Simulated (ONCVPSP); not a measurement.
## zinc (Zn), ONCV: configuration errors across variants

Zn (Z = 30), optimised norm-conserving Vanderbilt (ONCV), made with ONCVPSP 4.0.1 (PBE, scalar-relativistic). Core [Ar], reference 3d10 4s2. Waves: 4s: rc 1.95 bohr, ncon 4, nbas 9, qcut 4 1/bohr, 2 projectors, debl 3.6 Ha; p scattering state at 0.25 Ha: rc 1.70 bohr, ncon 4, nbas 9, qcut 5.5 1/bohr, 2 projectors, debl 1.4 Ha; 3d: rc 1.50 bohr, ncon 4, nbas 9, qcut 11.9 1/bohr, 3 projectors, debl 2 Ha. Local part: polynomial inside 1.00 bohr (lpopt 5, dvloc0 3 Ha). Core correction: none.

All-electron excitation energies from the reference (eV): (1) 3d10 4s1 9.889; (2) 3d10 4s0 28.331; (3) 3d9 4s0 68.865; (4) 3d10 4s1.5 3.941.

2 further variants failed, have other tests or too few solved ones, and are left out.

A true bound ghost makes a file unfit for plane-wave use even where its test errors are small: the radial tests pick states by their node count and pass the ghost by.

Errors AE − PS in meV (a dash: test not solved or not reliable):

```json
{"change": "base", "(1)": "+3.6", "(2)": "+45", "(3)": "+169", "(4)": "+0.3", "bound ghosts": "p", "GHOST(+) flags above zero": "s"}
{"change": "p: rc 2.18", "(1)": "+3.6", "(2)": "+45", "(3)": "+169", "(4)": "+0.3", "bound ghosts": "none", "GHOST(+) flags above zero": "s, p"}
{"change": "p: nproj 1", "(1)": "+3.6", "(2)": "+45", "(3)": "+169", "(4)": "+0.3", "bound ghosts": "none", "GHOST(+) flags above zero": "s, p"}
```

Task: Give the same row for: core correction Teter function, fcfact 2.5, rcfact 1.1.

Result: +3.5, +44, +169, +0.2; bound ghosts: p; GHOST(+) flags above zero: s.
